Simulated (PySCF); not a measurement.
C₃H₃N₂, SMILES C1=C[N]N=C1, multiplicity 2. Atoms are numbered in the order given.

```xyz
8

C      0.0000     0.0000    -1.1451
C      0.0000     1.1190    -0.2896
N      0.0000     0.6167     0.9684
N      0.0000    -0.6167     0.9684
C      0.0000    -1.1190    -0.2896
H      0.0000     0.0000    -2.2349
H      0.0000     2.1883    -0.4881
H      0.0000    -2.1883    -0.4881
```
Charge 0, spin multiplicity 2.

Geometry optimised at ωB97X-D3(BJ)/def2-SVP. The isomer is the one that the SMILES or the coordinates give; other isomers of the formula were not compared.

Computed with PySCF with B3LYP/pcH-1.

Unrestricted Kohn–Sham, ⟨S²⟩ = 0.755. Hyperfine tensors hold the contact and dipolar terms, without spin-orbit corrections.

Computed hyperfine couplings:
```
nucleus    A(iso) (MHz)  A(iso) (G)  dipolar principal values (MHz)
---------  ------------  ----------  ------------------------------
13C no. 1          -7.9        -2.8                 -7.7, -2.2, 9.8
13C no. 2          95.7        34.2              -18.4, -10.2, 28.5
14N no. 3         177.7        63.4              -19.7, -16.3, 36.0
14N no. 4         177.7        63.4              -19.7, -16.3, 36.0
13C no. 5          95.7        34.2              -18.4, -10.2, 28.5
1H no. 6           -6.2        -2.2                 -4.6, -1.2, 5.7
1H no. 7           -8.2        -2.9                -7.5, -3.7, 11.2
1H no. 8           -8.2        -2.9                -7.5, -3.7, 11.2
```

Q: And the g tensor (effective nuclear charges for spin-orbit coupling, GIAO)? (The exact figures need the calculation; the answer reports its results.)

A: principal values 2.0025, 2.0040, 2.0055; isotropic 2.0040.
